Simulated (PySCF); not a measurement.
These are PySCF with PBE0-D3(BJ)/def2-TZVP values and carry that method's errors. All species are isolated molecules in the gas phase. One relaxed conformer stands for a flexible species; it need not be the lowest. Delta-SCF ions had no search for a lower state. Excitations are Tamm–Dancoff values on a coarser integration grid. The basis has no diffuse functions, so Rydberg states are missing or too high.

Reference species (SMILES): `B=C=BB` (neutral, multiplicity 1).

```json
{
  "vertical ionisation energy (Delta-SCF)": "9.48 eV",
  "HOMO": "-7.45 eV",
  "S1 oscillator strength": "0.000",
  "S1–T1 gap (TDA)": "0.40 eV"
}
```

Changed species: `B12B(B1)C2`.

Task: Predict the effect on the vertical ionisation energy (Delta-SCF), HOMO, S1 oscillator strength and S1–T1 gap (TDA).

Result: the vertical ionisation energy (Delta-SCF) drops by 0.58 eV, to 8.90 eV; the HOMO increases by 0.73 eV, to -6.72 eV; the S1 oscillator strength is nearly the same; the S1–T1 gap (TDA) rises by 0.15 eV, to 0.55 eV.
